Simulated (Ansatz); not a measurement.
Diatomic MgB+, multiplicity 3 (an upper state: multiplicity 1 came lower at CCSD(T)/def2-TZVPP on PBE0 minima).

Seven points along R, fitted to fifth degree in 1/R; most abundant isotopes. In def2 and cc sets the state is the lowest found near the PBE0 minimum, followed along R.

Correlated levels freeze the inner cores; with def2 sets outer-core shells near the valence are correlated too.

Codes used: Ansatz (Gaussian orbitals). 

```json
[
 {"level": "PBE/def2-TZVPP", "r_e (Å)": "2.248", "ω_e (cm⁻¹)": "462", "ω_e x_e (cm⁻¹)": "5.1"},
 {"level": "PBE0/def2-TZVPP", "r_e (Å)": "2.242", "ω_e (cm⁻¹)": "460", "ω_e x_e (cm⁻¹)": "6.0"},
 {"level": "wB97X-V/def2-TZVPP", "r_e (Å)": "2.246", "ω_e (cm⁻¹)": "[?]", "ω_e x_e (cm⁻¹)": "9.0"},
 {"level": "CCSD/def2-TZVPP", "r_e (Å)": "2.282", "ω_e (cm⁻¹)": "395", "ω_e x_e (cm⁻¹)": "8.3"},
 {"level": "CCSD(T)/def2-TZVPP", "r_e (Å)": "[?]", "ω_e (cm⁻¹)": "[?]", "ω_e x_e (cm⁻¹)": "7.8"}
]
```

### Question
Some entries are withheld; supply them.

### Answer

- CCSD(T)/def2-TZVPP, r_e (Å): 2.276
- CCSD(T)/def2-TZVPP, ω_e (cm⁻¹): 405
- wB97X-V/def2-TZVPP, ω_e (cm⁻¹): 431

Ansatz is a quantum-chemistry and plane-wave program.
